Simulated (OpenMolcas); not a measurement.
Ir6+ (d3) among equal point charges was computed by CASSCF with the d shell active (OpenMolcas, ANO-RCC-VDZP on the metal). Its lowest spin-free states, and all those of the highest spin:

| 2S+1 | Degeneracy | E (cm-1) |
| --- | --- | --- |
| 4 | 1 | 0.0 |
| 4 | 2 | 4846 |
| 4 | 1 | 7611 |
| 4 | 2 | 12268 |
| 4 | 1 | 14163 |
| 2 | 1 | 14968 |
| 2 | 2 | 15587 |
| 2 | 1 | 17050 |
| 2 | 1 | 17332 |
| 2 | 2 | 18325 |
| 2 | 1 | 19363 |
| 2 | 1 | 19703 |
| 4 | 1 | 27869 |
| 4 | 2 | 38458 |

Question: Is the site octahedral, tetrahedral or cube-like, axial, or of lower symmetry?

Answer: The states with 2S+1 = 4 have orbital degeneracies 1, 2, 1, 2, 1, 1, 2. There are pairs but no triples, so the site is axial: not cubic, but with a proper or improper axis of order three or more. The run had Ir6+ among 4 point charges of -2.5 e arranged as a square (D4h), 2.11 Å from the ion.

Spin-orbit coupling mixes the spin-free states strongly: the lowest level takes only 39 % from its leading state, 4E, which lies 4846 cm-1 above the lowest spin-free state. Without dynamic correlation the repulsion within the d shell is too large (B by tens of per cent), so at a given field states of lower spin stand too high. Point charges carry no covalency, so the field is a model and not that of real ligands. No measured value stands beside these numbers.
